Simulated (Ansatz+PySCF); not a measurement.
The numbers below are computed, except where a source is named.
## PySCF 2.14.0 run

```python
from pyscf import gto, scf

mol = gto.M(atom="""
H 0.000000 0.000000 -0.410870
H 0.000000 0.000000 0.410870
""", basis='def2-svp', charge=0, spin=0)
mf = scf.RHF(mol)
mf.kernel()
print(mf.converged, mf.e_tot, mf.spin_square()[0])
```

The script is written out from the run's settings.

The run gave:

```
Converged                       : yes
Total energy                    : -1.12547 hartree
Spin squared of the determinant : 0.000
Cycles                          : 5
```
